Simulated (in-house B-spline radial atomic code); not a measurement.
Whole-atom quantities along the 49-electron series, configuration 1s2 2s2 2p6 3s2 3p6 3d10 4s2 4p6 4d10 5s2 5p1/2(1). Breit and QED terms are first order and not part of the total energy; the density at the nucleus is averaged over the nuclear charge. Computed with a radial B-spline atomic code at the basis-set limit: Dirac-Hartree-Fock, jj configuration that fills j = l - 1/2 first, finite nuclei.

```
  ion   Z  E/Z² (Eh)  Σ<r²> (bohr²)  n(0)/Z³ (bohr⁻³)  Lamb diamagnetic shielding (ppm)  repulsion over attraction  Breit energy (eV)  self-energy (eV)  vacuum polarisation (eV)
   In  49    -2.4492         59.156            1.4276                           5171.04                    0.15514             111.22            84.591                   -10.631
  Sn+  50    -2.4704         45.551            1.4674                           5318.58                    0.15366             119.22            90.861                   -11.593
 Sb2+  51          ?              ?                 ?                                 ?                          ?                  ?                 ?                         ?
 Te3+  52    -2.5118         32.918            1.5512                           5614.39                    0.15032             136.42            104.44                   -13.728
  I4+  53          ?              ?                 ?                                 ?                          ?                  ?                 ?                         ?
 Xe5+  54    -2.5518         25.997            1.6451                           5912.53                    0.14677             155.32            119.49                   -16.176
 Cs6+  55    -2.5714         23.496            1.6955                           6062.73                    0.14496             165.43             127.6                   -17.529
 Ba7+  56          ?              ?                 ?                                 ?                          ?                  ?                 ?                         ?
 La8+  57    -2.6096         19.618            1.8024                           6365.71                    0.14132             187.04            145.08                   -20.517
 Ce9+  58    -2.6283         18.077            1.8597                           6518.61                    0.13951             198.56            154.48                   -22.164
Pr10+  59    -2.6467         16.732            1.9204                           6672.52                    0.13771             210.57            164.35                   -23.921
```

Fill in the row of Sb2+.

E/Z² (Eh): -2.4912; Σ<r²> (bohr²): 38.058; n(0)/Z³ (bohr⁻³): 1.5093; Lamb diamagnetic shielding (ppm): 5466.27; repulsion over attraction: 0.15203; Breit energy (eV): 127.61; self-energy (eV): 97.472; vacuum polarisation (eV): -12.624.

Fill in the row of I4+.

E/Z² (Eh): -2.532; Σ<r²> (bohr²): 29.054; n(0)/Z³ (bohr⁻³): 1.5979; Lamb diamagnetic shielding (ppm): 5763.12; repulsion over attraction: 0.14856; Breit energy (eV): 145.65; self-energy (eV): 111.77; vacuum polarisation (eV): -14.911.

Fill in the row of Ba7+.

E/Z² (Eh): -2.5906; Σ<r²> (bohr²): 21.402; n(0)/Z³ (bohr⁻³): 1.7472; Lamb diamagnetic shielding (ppm): 6213.77; repulsion over attraction: 0.14314; Breit energy (eV): 176; self-energy (eV): 136.13; vacuum polarisation (eV): -18.974.

With what power of Z does the column «self-energy (eV)» change over this range?

A fit of the logarithm of its size against log Z from Z = 49 to 59 has slope 3.58. One-loop self-energy scales as Z⁴F(Zα), with F falling from low Z to about Z = 90.
